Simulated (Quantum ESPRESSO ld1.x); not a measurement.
The numbers below are computed, except where a source is named.
All-electron atom: the terbium ion Tb+ in [Xe] 4f9 6s0.75 6p0.25 (fractional occupations, a model configuration). Code: ld1.x of Quantum ESPRESSO 7.5. Model: scalar-relativistic Kohn-Sham, LDA (Slater exchange, Perdew-Wang correlation), spin-polarised, spherical densities, point nucleus; open shells are filled with parallel spins first.

Normalised radial functions P(r) = r R(r), r in bohr:

```
   r/bohr * 5s down, o 4f down (the largest magnitude, 1.03, reaches the edge; | marks zero, & curves that meet)
  0.00231                             o *
 0.003156                             o  *
 0.004312                             o  *
 0.005938                             o   *
 0.008112                             o   *
  0.01108                             o   *
  0.01514                             o  *
  0.02068                             o *
  0.02848                            *o
  0.03891                         *   o
  0.05316                       *     o
  0.07263                       *     |o
  0.09922                            *| o
   0.1356                             |    o*
   0.1867                             |        o*
    0.255                             | *            o
   0.3484                   *         |                     o
    0.476                *            |                          o
   0.6503                             |*                         o
   0.8884                             |                   *  o
    1.223                             |                o         *
    1.671                             |          o       *
    2.283                             |     o  *
    3.119                             | *o
    4.261                             *o
    5.822                             *o
    8.017                             &
    10.95                             &
    14.96                             &
```

5s down: eigenvalue -53.150 eV, 4 radial nodes at r = 0.0261, 0.104, 0.271, 0.642 bohr, <r> = 1.33 bohr, 90 % of the charge inside 1.93 bohr. 4f down: eigenvalue -7.829 eV, 0 radial nodes, <r> = 0.936 bohr, 90 % of the charge inside 1.67 bohr.
